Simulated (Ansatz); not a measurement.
Breaking the Si1–Ge2 bond in GeH6Si (SMILES [SiH3][GeH3]) (multiplicity 1 held, fragments rigid). Energies count from the point at 2.388 Å.
Geometry at that point (charge 0, multiplicity 1):
```xyz
8

Si    -1.60408    -0.12829     0.02055
Ge     0.77595     0.06206    -0.00994
H     -2.17715     0.81801     1.00695
H     -1.99904    -1.50735     0.39349
H     -2.15616     0.18290    -1.31932
H      1.20410     1.48977    -0.39586
H      1.38829    -0.91497    -1.03027
H      1.36658    -0.25818     1.37542
```

R- and RO- levels are restricted; in cc, def2 and unpolarised 6-31G sets they are followed outwards from rest. Active spaces are followed from a long bond inwards. Curves can end on different states.

Frozen-core correlation. Filled d and f shells under p-block atoms count as core.

The values were computed with Ansatz (a quantum-chemistry and plane-wave program). 

**Question.** What is the computed energy at R = 7.641 Å (R-r2SCAN/def2-TZVPP)?

**Answer.** 100.7 kcal/mol

Doubts at one or more of the structures used: a restricted determinant that unrestricted orbitals would lower (R-r2SCAN/def2-TZVPP).
